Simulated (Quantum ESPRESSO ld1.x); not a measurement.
Task: Species: Gd22+. Configuration: [Kr] 4d6. All-electron calculation, scalar-relativistic Kohn-Sham, LDA (Slater exchange, Perdew-Wang correlation), spin-polarised, spherical densities, point nucleus; open shells are filled with parallel spins first. Program: ld1.x of Quantum ESPRESSO 7.5. Some entries of the table are withheld. Estimate them.

orbital,occ.,eigenvalue (hartree),<1/r> (bohr^-1)
1s up,1,-1862.89,71.61
1s down,1,-1862.89,71.61
2s up,1,-327.180,16.61
2s down,1,-327.073,16.61
2p up,3,-293.839,15.51
2p down,3,-293.751,15.52
3s up,1,-90.3338,6.117
3s down,1,-90.2613,6.120
3p up,3,-80.0066,5.757
3p down,3,-79.9297,5.759
3d up,5,(1),5.466
3d down,5,(2),5.467
4s up,1,-34.6606,2.748
4s down,1,-34.3955,2.747
4p up,3,-31.0184,(3)
4p down,3,-30.7567,(4)
4d up,5,-26.0283,2.375
4d down,1,-25.7700,2.371

Result: 
(1) 3d up eigenvalue (hartree): -66.4384
(2) 3d down eigenvalue (hartree): -66.3402
(3) 4p up <1/r> (bohr^-1): 2.575
(4) 4p down <1/r> (bohr^-1): 2.572
